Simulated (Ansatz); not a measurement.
Gas-phase electronic energies from Ansatz, PBE0-D4/def2-TZVP geometries. CCSD(T)/CBS adds triple-zeta CCSD(T) − MP2 to the extrapolated MP2 energy (def2 sets, frozen cores). This one scheme is used for every species. DFT in def2-TZVPP. B3LYP here is the variant with VWN-RPA as its local correlation; programs differ in this. HSE06 is defined as in plane-wave codes.

`C#C[SiH2]F` → `FC1=C[SiH2]1`  (isomerisation)

(1) Is it downhill or uphill in electronic energy at CCSD(T)/CBS, and by how much? (Estimate.)

(2) What do these levels give: revPBE-D4, PBE0-D4, HSE06-D4, BHLYP-D4, CAM-B3LYP-D4, B3LYP, HSE06, MP2/def2-SVP, HF/def2-TZVPP, CCSD/def2-TZVPP, CCSD(T)/def2-TZVPP, MP2/CBS(def2)? (Best estimate.)

(3) What do rigid-rotor, harmonic-oscillator terms from PBE0-D4/def2-TZVP frequencies (298.15 K, 1 bar) make of the CCSD(T)/CBS value? (Best estimate.)

Largest T1 diagnostic among the species: 0.014.

Results:

(1) Ansatz gave: Uphill: ΔE = +60.7 kcal/mol.

(2) Computed: revPBE-D4 48.2, PBE0-D4 49.3, HSE06-D4 49.2, BHLYP-D4 59.8, CAM-B3LYP-D4 57.3, B3LYP 57.5, HSE06 49.3, MP2/def2-SVP 56.4, HF/def2-TZVPP 66.2, CCSD/def2-TZVPP 60.9, CCSD(T)/def2-TZVPP 59.8, MP2/CBS(def2) 63.3 kcal/mol.

(3) Computed: ΔZPE = +0.4 kcal/mol, ΔH = +60.7 kcal/mol, ΔS = -14 J/(mol·K), ΔG = +61.7 kcal/mol.

From BLYP to BHLYP (50 % exact exchange), in def2-TZVPP and without D4, ΔE moves by +3.1 kcal/mol. In def2-TZVPP, CCSD(T) changes the Hartree–Fock value by −6.4 kcal/mol (the triples alone add −1.1 kcal/mol) and MP2 by −3.8 kcal/mol. At CCSD(T), def2-SVP lies −7.0 kcal/mol from the extrapolated value and def2-TZVPP −0.9 kcal/mol.
